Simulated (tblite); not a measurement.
Run record: tight-binding relaxation, `C[C@@H]1CB(P)C[C@@H](Cl)C1`.

Computed with GFN2-xTB geometry optimisation, gas phase (tblite 0.8.0). Start geometry: from a force field or distance geometry. The input is one job of a driver script: a line of settings, then coordinates in Å.

Command:
```bash
OMP_NUM_THREADS=1 python probes_run.py task.json out
```

Input:
```
{"job": {"kind": "relax", "xc": "GFN2-xTB", "basis": "xTB"}, "charge": 0, "multiplicity": 1}
C     -2.128800     1.459500     0.043600
C     -0.857000     0.634000     0.092600
C      0.131300     1.075500    -1.001900
B      1.403300     0.141500    -1.031100
P      3.162500     0.837900    -0.638000
C      1.113600    -1.435300    -0.988000
C      0.071800    -1.773200     0.085600
Cl     0.797600    -1.693000     1.732200
C     -1.180300    -0.884000    -0.005300
H     -2.667500     1.305200    -0.917600
H     -2.821100     1.172000     0.871900
H     -1.902800     2.538900     0.154800
H     -0.383600     0.824600     1.100900
H      0.440700     2.130200    -0.837900
H     -0.374100     1.021400    -1.997100
H      2.700700     1.691700     0.450600
H      3.525400    -0.228000     0.270700
H      0.729300    -1.741600    -1.981600
H      2.058400    -1.992300    -0.793700
H     -0.240600    -2.828800    -0.059200
H     -1.698900    -1.073300    -0.970600
H     -1.890200    -1.163500     0.807200
```

Output:
```
step      E/eV     max force
  0    -755.54640    1.366
  1    -755.69763    0.872
  2    -755.78027    0.573
  3    -755.80100    0.419
  4    -755.81785    0.245
  5    -755.82414    0.182
  6    -755.83083    0.147
  7    -755.83481    0.182
  8    -755.83836    0.147
  9    -755.84085    0.142
... (90 lines left out)
100    -755.88994    0.023
101    -755.88999    0.017
102    -755.89005    0.015
103    -755.89011    0.018
104    -755.89016    0.016
105    -755.89020    0.017
106    -755.89024    0.015
107    -755.89028    0.014
108    -755.89031    0.015
109    -755.89033    0.008
```

«max force» is the largest atomic force in eV/Å.

From which step on does the largest force stay under 0.1 eV/Å, and how much energy is left to gain from there?

From step 15 (0.084 eV/Å), 35.8 meV above the end.

In short: energy lowered by 7.9 kcal/mol over 109 steps; largest atomic force 0.008 eV/Å at the end.

Give the final coordinates.

0.401 Å rms from the input after alignment:
```
atom  x, y, z in Å
C1    -2.2181    1.4170   -0.0019
C2    -0.9645    0.5712    0.2068
C3     0.2014    1.1047   -0.6387
B4     1.4420    0.1362   -0.7294
P5     3.1585    0.7887   -1.1542
C6     1.1534   -1.4211   -0.7217
C7    -0.0592   -1.8070    0.1213
Cl8    0.4018   -1.7353    1.8590
C9    -1.2532   -0.8951   -0.1251
H10   -2.5473    1.3620   -1.0382
H11   -3.0291    1.0686    0.6337
H12   -2.0190    2.4587    0.2396
H13   -0.6794    0.6306    1.2619
H14    0.4585    2.1097   -0.2931
H15   -0.1604    1.2341   -1.6673
H16    3.2083    1.8598   -0.2845
H17    3.9139   -0.0471   -0.3558
H18    0.9376   -1.7141   -1.7563
H19    2.0098   -2.0276   -0.4161
H20   -0.3386   -2.8517   -0.0459
H21   -1.5274   -0.9836   -1.1798
H22   -2.0992   -1.2394    0.4737
```

How long does this job take on Arm Neoverse V1, one thread, no GPU, shared host?

About 1.1 s.
Labels such as C1 count atoms from 1, the log's own numbers from 0.
